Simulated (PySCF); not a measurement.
Species: thiepane, C6H12S.
SMILES: `S1CCCCCC1`

Level: B3LYP/def2-SVPD in PySCF, non-relativistic, on one gas-phase PBE0-D3(BJ)/def2-SVP geometry that isn't relaxed in the solvent. The solvent is an IEF-PCM continuum (Bondi radii, 1.10 Å for H, scaled by 1.2), and excitations are vertical TDDFT with non-equilibrium linear response and a frozen core. Specific hydrogen bonds and non-electrostatic terms are outside this model.

Gas-phase singlets (H = HOMO, L = LUMO):

```tsv
state	E (eV)	λ (nm)	f	leading configuration
S1	5.312	233	0.005	H→L+1 73%
S2	5.587	222	0.029	H→L 75%
S3	5.915	210	0.026	H→L+2 98%
S4	6.343	195	0.005	H→L+3 93%
S5	6.356	195	0.033	H→L+4 88%
```

Q: How does the list change in chloroform (ε = 4.711)?

A: 
```csv
state,E (eV),λ (nm),f,leading configuration,change by rank (eV)
S1,5.377,231,0.004,H→L 69%,+0.065
S2,5.685,218,0.050,H→L+1 69%,+0.098
S3,6.035,205,0.033,H→L+2 98%,+0.120
S4,6.481,191,0.005,H→L+3 94%,+0.138
S5,6.567,189,0.045,H→L+4 91%,+0.211
```

Q: How does the list change in dimethylsulfoxide (ε = 46.83)?

A: 
| state | E (eV) | λ (nm) | f | leading configuration | change by rank (eV) |
| --- | --- | --- | --- | --- | --- |
| S1 | 5.411 | 229 | 0.004 | H→L 80% | +0.099 |
| S2 | 5.710 | 217 | 0.055 | H→L+1 80% | +0.123 |
| S3 | 6.106 | 203 | 0.035 | H→L+2 98% | +0.191 |
| S4 | 6.548 | 189 | 0.004 | H→L+3 95% | +0.205 |
| S5 | 6.667 | 186 | 0.045 | H→L+4 91% | +0.311 |

Q: The ground-state energy changes by -0.137 eV from gas to dimethylsulfoxide. By how much does the total energy of gas-phase S1 change?

A: E(S1) = E(S0) + excitation energy, so it changes by -0.137 + 0.099 = -0.038 eV: it is lowered less than the ground state, which is what a blue shift means. This is the vertical state, with the slow part of the continuum still set for S0.

Q: How do the frontier levels move from gas to dimethylsulfoxide?

A: 
```csv
orbital,gas (eV),solvent (eV),change (eV)
LUMO+2,0.76,0.83,+0.07
LUMO+1,0.44,0.50,+0.06
LUMO,0.36,0.46,+0.10
HOMO,-6.02,-6.14,-0.12
HOMO-1,-8.10,-8.09,+0.01
HOMO-2,-8.71,-8.51,+0.20
HOMO-3,-8.81,-8.61,+0.20
```

The HOMO–LUMO gap goes from 6.38 to 6.60 eV. Rows go by rank; for LUMO and LUMO+1 the atom shares or the degeneracy differ between the runs, so the row needn't follow one orbital.
